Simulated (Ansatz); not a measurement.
Job for Ansatz (a first-principles code): R-wB97M-V/def2-TZVPP on C4F6 (SMILES FC1=C(F)C(F)(F)C1(F)F).

Ansatz 0.2 input:
```yaml
crystal:
  periodic: [false, false, false]
  atoms:
    - {symbol: F, position_ang: [0.90569625, 2.21894400, -0.51399060]}
    - {symbol: C, position_ang: [0.51595799, 0.99861436, -0.24400065]}
    - {symbol: C, position_ang: [1.13198923, -0.17780242, -0.09993956]}
    - {symbol: F, position_ang: [2.37414449, -0.58530234, -0.17057463]}
    - {symbol: C, position_ang: [-0.12981249, -0.94022455, 0.18802600]}
    - {symbol: F, position_ang: [-0.48361265, -1.88194863, -0.71114994]}
    - {symbol: F, position_ang: [-0.23448255, -1.49111328, 1.41525816]}
    - {symbol: C, position_ang: [-0.85708919, 0.44863630, 0.01795441]}
    - {symbol: F, position_ang: [-1.48682120, 0.90046816, 1.12241100]}
    - {symbol: F, position_ang: [-1.73596988, 0.50962841, -1.00399419]}
basis:
  gaussian:
    orbitals: def2-TZVPP
hamiltonian:
  xc: {name: wB97M-V}
scf: {lower_state_search: off}
```

### Question
Give the final energy of this run.

### Answer
-751.5602 hartree.

### Question
How many basis functions does it have, and what does it roughly cost on one machine?

### Answer
310 functions; roughly 23 core-seconds.
